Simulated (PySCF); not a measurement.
C3H4FNSi, SMILES C(=C/C#N)/[SiH2]F.

Coordinates come from a ωB97X-D3(BJ)/def2-SVP optimisation. The structure was generated by enumeration; whether it is a known compound was not checked. Other conformers were not sampled.

Two levels are set side by side: PBE/def2-TZVP (PySCF) and HF/def2-TZVP (PySCF). Same geometry, gas phase. Differences are taken from unrounded values.

| quantity | HF | PBE | PBE minus HF |
|---|---|---|---|
| orbital gap (eV) | 12.47 | 4.31 | -8.15 |
| highest occupied level (eV) | -11.04 | -7.50 | 3.54 |
| lowest empty level (eV) | 1.42 | -3.19 | -4.61 |
| dipole moment (D) | 3.10 | 2.85 | -0.25 |
| mean polarisability (bohr³) | 59.5 | 64.4 | 4.9 |

Without exact exchange PBE keeps part of each electron's self-repulsion, which lifts occupied levels and narrows the gap. Loosely held outer electrons make PBE densities more polarisable. Differences between two approximate levels are no errors against the true value.

Rough cost on one machine, each run with all the roots and properties that it gave: HF against PBE about 1/3.
